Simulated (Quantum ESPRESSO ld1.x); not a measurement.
Problem. The table gives one normalised radial function P(r) = r R(r) of Kr31+ in [He] 2s2 2p1 (r in bohr). Method: non-relativistic Kohn-Sham, LDA (Slater exchange, Perdew-Zunger correlation), spin-polarised, spherical densities, point nucleus; open shells are filled with parallel spins first; computed with ld1.x of Quantum ESPRESSO 7.5.

r,P
0.004138,1.5216
0.005136,1.8219
0.006374,2.1627
0.007911,2.5399
0.009818,2.9436
0.01219,3.3559
0.01512,3.7487
0.01877,4.0831
0.02329,4.3105
0.02914,4.3766
0.03617,4.2290
0.04489,3.8493
0.05571,3.2541
0.06915,2.5105
0.08582,1.7297
0.1065,1.0361
0.1322,0.5220
0.1641,0.2122
0.2053,0.0630
0.2547,0.0139
0.3162,0.0020
0.3924,0.0002
0.487,0.0000
0.6044,0.0000
0.7501,0.0000
0.931,0.0000
1.155,0.0000

Which n and l does it have? It may be an empty orbital.

Solution. n = 1, l = 0: the number of nodes gives n - l - 1 = 0, the rise at small r (about r^(l+1)) gives l, and the extent must fit the shell. The curve is that of 1s down; the table hardly tells the two spins apart. 1s down: eigenvalue -16168.1 eV, 0 radial nodes, <r> = 0.0423 bohr, 90 % of the charge inside 0.0752 bohr.
